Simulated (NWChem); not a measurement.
# CF2, triplet; SMILES F[C]F

In the optimisation the excess spin sits in a1 and b2 (C2v, its own frame).

**Question.** Give the equilibrium geometry at B3LYP/6-31G* (spherical d), spin-unrestricted (NWChem) as an XYZ file, with the point group.

**Answer.** point group C2v; any orientation.
```
3

F      1.1476     0.0000    -0.1640
C      0.0000     0.0000     0.4972
F     -1.1476     0.0000    -0.1640
```
